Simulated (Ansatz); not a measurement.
`[SiH3]O[AsH2]`, relaxed with RKS PBE0-D4/def2-TZVP in Ansatz from a PBE-D4/def2-SVP geometry. The force threshold is 0.005 eV/Å; the program also tests the step.

The species carries charge 0 and has multiplicity 1.

Start:

```xyz
8

Si    0.034    0.058    1.344
O     0.559   -0.140   -0.243
As   -0.543   -0.350   -1.691
H    -1.076   -0.906    1.684
H    -0.466    1.460    1.593
H     1.222   -0.205    2.223
H    -0.286    1.046   -2.321
H     0.557   -0.962   -2.588
```

(1) How much energy does the relaxation release, and in how many steps? (Best estimate.)

(2) Which bonds change most? (An estimate is asked.)

(3) Give the relaxed structure. (An estimate is asked.)

Results:

(1) Computed: 0.06 eV, in 28 steps, 1 of them rejected.

(2) Computed: Si1–O2 from 1.683 to 1.644 Å; O2–As3 from 1.831 to 1.797 Å; As3–H7 from 1.553 to 1.528 Å; Si1–H4 from 1.509 to 1.489 Å.

(3) The calculation gave: 
```xyz
8

Si    0.031    0.034    1.330
O     0.510   -0.023   -0.242
As   -0.580   -0.037   -1.670
H    -0.845   -1.122    1.667
H    -0.722    1.285    1.618
H     1.261   -0.011    2.156
H     0.187    1.029   -2.452
H     0.158   -1.155   -2.406
```
